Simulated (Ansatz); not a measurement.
One change: `C[NH][GeH2][Cl]` becomes `C[NH][GeH]([F])[Cl]`.

Ansatz, PBE0-D4/def2-TZVP geometries, multiplicity 1. Each molecule was computed in one conformer, which needn't be the lowest.

Scalar relativity is left out up to krypton.

```json
{"property": "zero-point energy (PBE0-D4/def2-TZVP) / kJ/mol", "`C[NH][GeH2][Cl]`": "188.8"}
{"property": "LUMO energy (ωB97M-V/def2-TZVPP) / eV", "`C[NH][GeH2][Cl]`": "2.17"}
{"property": "HOMO energy (PBE/def2-TZVPP) / eV", "`C[NH][GeH2][Cl]`": "-5.83"}
{"property": "LUMO energy (PBE0/def2-TZVPP) / eV", "`C[NH][GeH2][Cl]`": "0.31"}
{"property": "size of the dipole moment (B3LYP/def2-TZVPP) / D", "`C[NH][GeH2][Cl]`": "2.01"}
{"property": "LUMO energy (B3LYP/def2-TZVPP) / eV", "`C[NH][GeH2][Cl]`": "0.01"}
```

Question: What does the change do to each property? (Estimate.)

Answer: Computed: 
```json
{"property": "zero-point energy (PBE0-D4/def2-TZVP) / kJ/mol", "`C[NH][GeH]([F])[Cl]`": "174.2", "shift": "-14.6"}
{"property": "LUMO energy (ωB97M-V/def2-TZVPP) / eV", "`C[NH][GeH]([F])[Cl]`": "1.96", "shift": "-0.21"}
{"property": "HOMO energy (PBE/def2-TZVPP) / eV", "`C[NH][GeH]([F])[Cl]`": "-6.12", "shift": "-0.29"}
{"property": "LUMO energy (PBE0/def2-TZVPP) / eV", "`C[NH][GeH]([F])[Cl]`": "0.03", "shift": "-0.28"}
{"property": "size of the dipole moment (B3LYP/def2-TZVPP) / D", "`C[NH][GeH]([F])[Cl]`": "2.78", "shift": "0.77"}
{"property": "LUMO energy (B3LYP/def2-TZVPP) / eV", "`C[NH][GeH]([F])[Cl]`": "-0.32", "shift": "-0.33"}
```

With PBE0 the HOMO falls by 0.33 eV and the LUMO falls by 0.28 eV, so the gap widens by about 0.05 eV. PBE moves the HOMO by -0.29 eV and ωB97M-V by -0.33 eV. Dipoles are sizes alone; their direction can turn.

B3LYP here is the variant with VWN-RPA as its local correlation; programs differ in this.
